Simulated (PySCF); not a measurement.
From one molecule to another.

First species: F₂H₃PSi.
InChI=1S/F2H3PSi/c1-3(2)4/h4H3

Second species: C5H5OPS.
Z-matrix (Å and degrees, GFN2-xTB geometry), rows numbered from 1:
```
C 
C   1  1.4911
P   2  1.7728  1  120.94
C   3  1.7108  2   93.02  1  -179.99
S   4  1.7037  3  119.19  2    -0.04
C   2  1.3782  1  122.24  3   179.98
C   6  1.4484  2  126.58  1     0.02
O   7  1.2074  6  125.84  2    -0.13
H   1  1.0881  2  110.57  3     0.10
H   1  1.0897  2  110.29  3   121.34
H   1  1.0897  2  110.33  3  -121.16
H   4  1.0762  3  124.34  2  -179.93
H   7  1.1081  6  112.97  2   179.95
```

Levels: CAM-B3LYP/def2-SVPD for dipole moment, HOMO energy, LUMO energy, HOMO–LUMO gap, static isotropic polarisability and electronic spatial extent ⟨r²⟩ about the centre of nuclear charge; TDDFT CAM-B3LYP/def2-SVPD for lowest singlet excitation; TDA CAM-B3LYP/def2-SVPD for lowest triplet excitation (Tamm–Dancoff); GFN2-xTB for rotational constant A and rotational constant C. Geometries: GFN2-xTB. All species are isolated and taken at one optimised geometry, non-relativistic unless stated; the electronic structure was computed with PySCF and density fitting.

The conformers computed, where there is a choice (atom-mapped SMILES and torsion angles):
- `[CH3:1][c:2]1[p:3][cH:4][s:5][c:6]1[CH:7]=[O:8]`: S5–C6–C7–O8 180°

| property | column X | column Y |
| --- | --- | --- |
| dipole moment | 2.44 D | 2.27 D |
| HOMO energy | -8.49 eV | -8.77 eV |
| LUMO energy | -1.30 eV | -0.11 eV |
| HOMO–LUMO gap | 7.19 eV | 8.66 eV |
| lowest singlet excitation | 3.77 eV | 4.64 eV |
| lowest triplet excitation (Tamm–Dancoff) | 2.93 eV | 3.75 eV |
| static isotropic polarisability | 104.1 au | 55.6 au |
| electronic spatial extent ⟨r²⟩ about the centre of nuclear charge | 1254 bohr² | 494 bohr² |
| rotational constant A | 2.254 GHz | 6.526 GHz |
| rotational constant C | 0.866 GHz | 2.589 GHz |

(1) Which column belongs to which species?

(2) How does each property change from the first species to the second?

Answers

(1) Column X is the second species and column Y the first. The first has 7 atoms and 50 electrons, the second 13 and 74.

(2) dipole moment +0.17 D; HOMO energy +0.28 eV; LUMO energy -1.19 eV; HOMO–LUMO gap -1.47 eV; lowest singlet excitation -0.87 eV; lowest triplet excitation (Tamm–Dancoff) -0.82 eV; static isotropic polarisability +48.5 au; electronic spatial extent ⟨r²⟩ about the centre of nuclear charge +760 bohr²; rotational constant A -4.272 GHz; rotational constant C -1.723 GHz.

On the first: No computed singlet falls in the visible range (750 to 380 nm, 1.65 to 3.26 eV); S1 lies 1.38 eV above its blue end. The vertical singlet–triplet gap S1 − T1 is 0.89 eV (TDDFT singlet less Tamm–Dancoff triplet; S1: HOMO→LUMO, weight 0.99; T1: HOMO→LUMO, weight 0.96).

On the second: The polarisability is 15.43 Å³ as a volume (1 au = 0.148185 Å³), or 1.41 au for each of the 74 electrons. No computed singlet falls in the visible range (750 to 380 nm, 1.65 to 3.26 eV); S1 lies 0.51 eV above its blue end.
